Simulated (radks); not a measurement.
Question: Species: Al. Configuration: [Ne] 3s2 3d1 (not the ground configuration). Calculated with a radial shooting solver on a logarithmic mesh with Libxc functionals: scalar-relativistic Kohn-Sham, RPBE, spin-unpolarised, spherical densities, point nucleus. Some entries of the table are withheld. Estimate them.

orbital,occ.,eigenvalue (hartree),<1/r> (bohr^-1)
1s,2,-55.72849,12.64
2s,2,-4.14942,(1)
2p,6,-2.72719,(2)
3s,2,-0.40797,(3)
3p,0,-0.20200,0.4400
4s,0,(4),(5)
3d,1,(6),0.1454

Answer: 
(1) 2s <1/r> (bohr^-1): 2.341
(2) 2p <1/r> (bohr^-1): 2.211
(3) 3s <1/r> (bohr^-1): 0.5559
(4) 4s eigenvalue (hartree): -0.06172
(5) 4s <1/r> (bohr^-1): 0.1607
(6) 3d eigenvalue (hartree): -0.02502
